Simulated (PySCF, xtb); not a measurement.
ClH₃MoO₄, SMILES [O]=[Mo]([OH])([OH])([OH])[Cl], multiplicity 1.

xtb with GFN2-xTB at its own geometry gives an orbital gap of 4.40 eV and a dipole moment of 5.52 D.

Geometry: B3LYP-D3(BJ)/def2-SVP. The spin state was assumed, not searched. The structure was generated by enumeration; whether it is a known compound was not checked. The def2 effective core potentials stand for the cores of Mo; spin–orbit coupling is left out. Other conformers were not sampled.

Q: What does PBE/def2-TZVP (PySCF) give? (The exact figures need the calculation; the answer reports its results.)

A: gap 2.82 eV (levels -7.12 and -4.29 eV), dipole 2.27 D.
